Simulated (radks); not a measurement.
Results of a calculation; reference values are marked as such.
The chromium ion Cr+ inside a hard spherical wall (all orbitals vanish at R), configuration held at [Ar] 3d5 and not refilled when levels cross. Code: a radial shooting solver on a logarithmic mesh with Libxc functionals. Model: scalar-relativistic Kohn-Sham, r2SCAN, spin-polarised, spherical densities, finite nucleus; open shells are filled with parallel spins first; meta-GGA in the generalised Kohn-Sham scheme; Fermi nuclear charge, rms radius 3.6452 fm. Eigenvalues in eV for spin up, with the zero of energy where the potential of the charges vanishes at infinity; a dash marks a level that is unbound or too diffuse for the functional's potential to be trusted. A positive occupied level is held by the wall or, in an anion where self-interaction has pushed it up, behind a barrier. The pressure on the wall is -dE/dV.

| R (bohr) | E (hartree) | kinetic (hartree) | e(2p) | e(3s) | e(3p) | e(3d) | e(4s, empty) | e(4p, empty) | pressure (GPa) |
|---|---|---|---|---|---|---|---|---|---|
| free | -1050.68889 | 1061.377 | -572.20 | -84.990 | -55.326 | -10.999 | -10.038 | -5.784 | 0 |
| 15 | -1050.68889 | 1061.377 | -572.20 | -84.990 | -55.326 | -10.999 | -10.038 | -5.784 | < 0.0001 |
| 12 | -1050.68889 | 1061.377 | -572.20 | -84.989 | -55.326 | -10.999 | -10.038 | -5.780 | < 0.0001 |
| 10 | -1050.68889 | 1061.377 | -572.20 | -84.989 | -55.325 | -10.999 | -10.036 | -5.758 | 0.000187 |
| 7 | -1050.68829 | 1061.383 | -572.14 | -84.932 | -55.270 | -10.948 | -9.916 | -5.313 | 0.0453 |
| 6 | -1050.68601 | 1061.400 | -571.97 | -84.781 | -55.123 | -10.810 | -9.595 | -4.573 | 0.290 |
| 4 | -1050.62441 | 1061.716 | -569.56 | -82.795 | -53.212 | -8.864 | -4.708 | 2.936 | 15.0 |
| 3.5 | -1050.54345 | 1062.072 | -567.45 | -81.189 | -51.668 | -7.134 | 0.120 | 9.313 | 46.4 |
| 2.5 | -1049.73962 | 1065.564 | -555.14 | -72.794 | -43.254 | 3.202 | 32.498 | 47.157 | 772 |
| 2 | -1047.54557 | 1074.696 | -534.67 | -59.395 | -28.951 | 20.467 | 89.320 | 107.41 | 4830 |
